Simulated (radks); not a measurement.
The numbers below are computed, except where a source is named.
Q: Se4+, configuration [Ar] 3d10 4s2 (the NIST ground configuration). Level of theory: scalar-relativistic Kohn-Sham, PBE, spin-unpolarised, spherical densities, point nucleus (a radial shooting solver on a logarithmic mesh with Libxc functionals). Some entries of the table are withheld. Estimate them.

orbital,occ.,eigenvalue (eV),<r^2> (bohr^2)
1s,2,-12557.99,(1)
2s,2,-1659.142,0.04526
2p,6,(2),0.03584
3s,2,-264.9114,0.3785
3p,6,-204.3494,0.4060
3d,10,(3),0.4830
4s,2,-61.7231,2.851

A: 
(1) 1s <r^2> (bohr^2): 0.002616
(2) 2p eigenvalue (eV): -1465.669
(3) 3d eigenvalue (eV): -104.3014
